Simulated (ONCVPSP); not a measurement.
**carbon ONCV: all-electron and pseudo phase curves**

- Element: carbon (C)
- Generator: ONCVPSP 4.0.1
- Type: optimised norm-conserving Vanderbilt (ONCV)
- Functional: PBE
- Relativity: scalar-relativistic
- Frozen core: [He]
- Valence charge: 4
- Reference configuration: 2s2 (charge +2)
- Partial waves: 2s: rc 1.10 bohr, ncon 4, nbas 8, qcut 7.1 1/bohr, 2 projectors, debl 3.2 Ha; p scattering state at 0.13 Ha: rc 0.85 bohr, ncon 3, nbas 7, qcut 8.9 1/bohr, 2 projectors, debl 0.9 Ha; d scattering state at 0.42 Ha: rc 1.05 bohr, ncon 5, nbas 9, qcut 8.4 1/bohr, 1 projector
- Local potential: polynomial inside 0.80 bohr (lpopt 3, dvloc0 2 Ha)
- Core correction: polynomial model core, fcfact 0.65

In the p channel the program set the typed energies aside and used 0.050, 0.950 Ha.

The phase is arctan(r·R′/R) of the radial function R(r), unwrapped; energies in Ha, scanned from -3 to 5 Ha. A pole is an energy at which the radial function vanishes at the test radius. The pseudo phase is shifted by a multiple of π to meet the all-electron one at the reference energy, and phase errors are pseudo minus all-electron; the curves can meet again beyond the range given. Levels narrower than the energy grid can be missing from the lists of poles.

```tsv
channel	radius (bohr)	reference energy (Ha)	poles, all-electron	poles, pseudo	unbroken range about the reference energy with phases within 0.05 rad	phase error 1 Ha above the reference energy (rad)
s	1.12	-1.48	3.21	3.21	the whole range	-0.000
p	0.86	0.05	4.91	4.91	the whole range	-0.000
d	1.06	0.42	none	none	the whole range	+0.000
```

Phases in the d channel:

```
E (Ha)  all-electron  pseudo
 -2.98         1.073   1.073
 -2.54         1.034   1.034
 -2.10         0.988   0.988
 -1.66         0.932   0.932
 -1.22         0.862   0.863
 -0.78         0.775   0.775
 -0.34         0.663   0.663
  0.10         0.520   0.520
  0.54         0.338   0.338
  0.98         0.114   0.115
  1.42        -0.137  -0.137
  1.86        -0.390  -0.389
  2.30        -0.615  -0.614
  2.74        -0.800  -0.799
  3.18        -0.945  -0.944
  3.62        -1.059  -1.058
  4.06        -1.149  -1.147
  4.50        -1.220  -1.219
  4.94        -1.279  -1.277
```
